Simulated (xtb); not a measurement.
Input for xtb: GFN2-xTB on TcS, 2S+1 = 6, a spin state set in the input, which need not be the lowest, a point of a bond scan (R = 2.171 Å).

```
$ xtb mol.xyz --gfn 2 --sp --chrg 0 --uhf 5
2

Tc     0.00000000     0.00000000     0.00000000
S      0.00000000     0.00000000     2.17067900
```

The log:

```
[...]
           -------------------------------------------------
          |                Calculation Setup                |
           -------------------------------------------------



           -------------------------------------------------
          |                 G F N 2 - x T B                 |
           -------------------------------------------------

        Reference                      10.1021/acs.jctc.8b01176
      * Hamiltonian:
        H0-scaling (s, p, d)           1.850000    2.230000    2.230000
        zeta-weighting                 0.500000
      * Dispersion:
        s8                             2.700000
        a1                             0.520000
        a2                             5.000000
        s9                             5.000000
      * Repulsion:
        kExp                           1.500000    1.000000
        rExp                           1.000000
      * Coulomb:
        alpha                          2.000000
        third order                    shell-resolved
        anisotropic                    true
        a3                             3.000000
        a5                             4.000000
        cn-shift                       1.200000
        cn-exp                         4.000000
        max-rad                        5.000000


          ...................................................
          :                      SETUP                      :
          :.................................................:
          :  # basis functions                  20          :
          :  # atomic orbitals                  18          :
          :  # shells                            6          :
          :  # electrons                        13          :
          :  max. iterations                   250          :
          :  Hamiltonian                  GFN2-xTB          :
          :  restarted?                      false          :
          :  GBSA solvation                  false          :
          :  PC potential                    false          :
          :  electronic temp.          300.0000000     K    :
          :  accuracy                    1.0000000          :
          :  -> integral cutoff          0.2500000E+02      :
          :  -> integral neglect         0.1000000E-07      :
          :  -> SCF convergence          0.1000000E-05 Eh   :
          :  -> wf. convergence          0.1000000E-03 e    :
          :  Broyden damping             0.4000000          :
          :  net charge                          0          :
          :  unpaired electrons                  5          :
          ...................................................

 iter      E             dE          RMSdq      gap      omega  full diag
   1     -4.7271636 -0.472716E+01  0.301E+01    3.49       0.0  T
   2     -5.1598471 -0.432683E+00  0.208E+01    2.21       1.0  T
   3     -5.6930459 -0.533199E+00  0.155E+01    4.64       1.0  T
   4     -5.7622058 -0.691599E-01  0.149E+01    4.90       1.0  T
   5     -5.7600084  0.219734E-02  0.119E+01    4.99       1.0  T
   6     -5.0641312  0.695877E+00  0.431E+01    5.26       1.0  T
   7     -5.7185556 -0.654424E+00  0.199E+01    4.91       1.0  T
   8     -5.7737828 -0.552271E-01  0.140E+01    5.15       1.0  T
   9     -5.7999734 -0.261906E-01  0.125E+01    5.27       1.0  T
  10     -5.7997687  0.204644E-03  0.126E+01    5.27       1.0  T
  11     -5.8151786 -0.154098E-01  0.973E+00    5.40       1.0  T
  12     -5.8343008 -0.191222E-01  0.412E+00    5.65       1.0  T
  13     -5.8342459  0.549024E-04  0.278E+00    5.69       1.0  T
  14     -5.8363719 -0.212601E-02  0.618E-01    5.81       1.0  T
  15     -5.8366707 -0.298838E-03  0.276E-01    5.80       1.0  T
  16     -5.8366357  0.350240E-04  0.313E-01    5.78       1.0  T
  17     -5.8366987 -0.630312E-04  0.462E-01    5.77       1.0  T
  18     -5.8366982  0.503098E-06  0.310E-01    5.78       1.0  T
  19     -5.8367018 -0.354832E-05  0.748E-02    5.78       1.0  T
  20     -5.8367018 -0.725045E-07  0.173E-02    5.78       4.1  T
  21     -5.8367018 -0.593873E-08  0.528E-03    5.79      13.4  T
  22     -5.8367019 -0.261736E-07  0.107E-03    5.78      66.1  T
  23     -5.8367019 -0.426563E-09  0.209E-04    5.78     338.4  T
  24     -5.8367019  0.353104E-10  0.213E-04    5.78     331.5  T

   *** convergence criteria satisfied after 24 iterations ***

         #    Occupation            Energy/Eh            Energy/eV
      -------------------------------------------------------------
         1        2.0000           -0.6554105             -17.8346
       ...           ...                  ...                  ...
         3        1.9987           -0.3511795              -9.5561
         4        1.9987           -0.3511795              -9.5561
         5        1.0013           -0.3385420              -9.2122
         6        1.0013           -0.3385420              -9.2122
         7        1.0000           -0.3182805              -8.6609
         8        1.0000           -0.2985193              -8.1231
         9        1.0000           -0.2985193              -8.1231 (HOMO)
        10                         -0.0859278              -2.3382 (LUMO)
        11                         -0.0285089              -0.7758
        12                         -0.0285089              -0.7758
        13                          0.0599361               1.6309
        14                          0.0599361               1.6309
       ...                                ...                  ...
        18                          1.0488371              28.5403
      -------------------------------------------------------------
                  HL-Gap            0.2125915 Eh            5.7849 eV
             Fermi-level           -0.2685422 Eh           -7.3074 eV

 SCC (total)                   0 d,  0 h,  0 min,  0.003 sec
 SCC setup                      ...        0 min,  0.000 sec (  2.423%)
 Dispersion                     ...        0 min,  0.000 sec (  0.680%)
 classical contributions        ...        0 min,  0.000 sec (  0.584%)
 integral evaluation            ...        0 min,  0.000 sec ( 13.142%)
 iterations                     ...        0 min,  0.002 sec ( 69.734%)
 molecular gradient             ...        0 min,  0.000 sec ( 10.860%)
 printout                       ...        0 min,  0.000 sec (  2.045%)

         :::::::::::::::::::::::::::::::::::::::::::::::::::::
         ::                     SUMMARY                     ::
         :::::::::::::::::::::::::::::::::::::::::::::::::::::
         :: total energy              -5.820890089593 Eh    ::
         :: gradient norm              0.000760544004 Eh/a0 ::
         :: HOMO-LUMO gap              5.784909646298 eV    ::
         ::.................................................::
         :: SCC energy                -5.836701862311 Eh    ::
         :: -> isotropic ES           -0.013578152661 Eh    ::
         :: -> anisotropic ES          0.004689901702 Eh    ::
         :: -> anisotropic XC         -0.002616832000 Eh    ::
         :: -> dispersion             -0.001113166776 Eh    ::
         :: repulsion energy           0.015811772718 Eh    ::
         :: add. restraining           0.000000000000 Eh    ::
         :: total charge              -0.000000000000 e     ::
         :::::::::::::::::::::::::::::::::::::::::::::::::::::

           -------------------------------------------------
          |                Property Printout                |
           -------------------------------------------------

    * Orbital Energies and Occupations

         #    Occupation            Energy/Eh            Energy/eV
      -------------------------------------------------------------
         1        2.0000           -0.6554105             -17.8346
Note: The following floating-point exceptions are signalling: IEEE_UNDERFLOW_FLAG IEEE_DENORMAL
normal termination of xtb
         2        2.0000           -0.3630313              -9.8786
         3        1.9987           -0.3511795              -9.5561
         4        1.9987           -0.3511795              -9.5561
         5        1.0013           -0.3385420              -9.2122
         6        1.0013           -0.3385420              -9.2122
         7        1.0000           -0.3182805              -8.6609
         8        1.0000           -0.2985193              -8.1231
         9        1.0000           -0.2985193              -8.1231 (HOMO)
        10                         -0.0859278              -2.3382 (LUMO)
        11                         -0.0285089              -0.7758
        12                         -0.0285089              -0.7758
        13                          0.0599361               1.6309
        14                          0.0599361               1.6309
        15                          0.1001556               2.7254
        16                          0.1307895               3.5590
        17                          0.1307895               3.5590
        18                          1.0488371              28.5403
      -------------------------------------------------------------
                  HL-Gap            0.2125915 Eh            5.7849 eV
             Fermi-level           -0.2685422 Eh           -7.3074 eV

     #   Z          covCN         q      C6AA      α(0)
     1  43 Tc       0.881     0.442   466.309    64.711
     2  16 S        0.881    -0.442   158.571    21.299

 Mol. C6AA /au·bohr⁶  :       1117.445256
 Mol. C8AA /au·bohr⁸  :      94304.605609
 Mol. α(0) /au        :         86.010548


Wiberg/Mayer (AO) data.
largest (>0.10) Wiberg bond orders for each atom

 ---------------------------------------------------------------------------
     #   Z sym  total        # sym  WBO       # sym  WBO       # sym  WBO
 ---------------------------------------------------------------------------
     1  43 Tc   2.089 --     2 S    2.089
     2  16 S    2.089 --     1 Tc   2.089
 ---------------------------------------------------------------------------

Topologies differ in total number of bonds
Writing topology from bond orders to xtbtopo.mol

molecular dipole:
                 x           y           z       tot (Debye)
 q only:        0.000       0.000      -1.811
   full:       -0.000      -0.000      -3.145       7.994
molecular quadrupole (traceless):
                xx          xy          yy          xz          yz          zz
 q only:        3.715       0.000       3.715       0.000       0.000      -7.430
  q+dip:        4.548       0.000       4.548       0.000      -0.000      -9.095
   full:        5.236       0.000       5.236       0.000      -0.000     -10.473


           -------------------------------------------------
          | TOTAL ENERGY               -5.820890089593 Eh   |
          | GRADIENT NORM               0.000760544004 Eh/α |
          | HOMO-LUMO GAP               5.784909646298 eV   |
           -------------------------------------------------

------------------------------------------------------------------------
------------------------------------------------------------------------
 total:
 SCF:
```

The run finished.

Cost: about 0.04 core-seconds (a rough figure).
